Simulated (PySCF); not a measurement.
**Electron correlation in Ge⁻ (germanium, charge -1)**

Starting occupation: [Ar] 3d10 4s2 4p3, 4p1/2 with m_j = -1/2, +1/2, 4p3/2 with m_j = +3/2. Computed with PySCF 2.14 in x2c-TZVPPall-2c with one added diffuse shell each of s, p, d type (7s8p5d1f, 63 functions), with X2C-1e with screened-nucleus spin-orbit coupling, Gaussian nucleus. Frozen: [Ar]; 15 electrons correlated; the 6 highest virtual spinors left out.

MP2 pair energies summed by pair of shells (mhartree):

```
 pair   energy  share (%)
3d-3d  -110.79       53.8
4p-4s   -40.05       19.5
3d-4s   -16.24        7.9
4p-4p   -14.09        6.8
3d-4p   -13.05        6.3
4s-4s   -11.60        5.6
```

Total MP2 correlation energy: -205.83 mhartree.

| level | correlation energy (mhartree) |
| --- | --- |
| CCSD | -209.57 |
| (T) | -7.99 |
| CCSD(T) | -217.56 |

Diagnostics: T1 = 0.0095, largest double amplitude 0.053.

Task: Is a single reference adequate?

Result: Yes: T1 lies below 0.03 and no double amplitude reaches 0.07.

The GHF reference relaxed away from the jj start to a determinant that is no pure jj level (⟨S²⟩ = 3.75, ⟨J²⟩ = 3.75); the energies belong to that determinant.

This basis was not built for core-valence correlation, so the inner-shell part is incomplete.
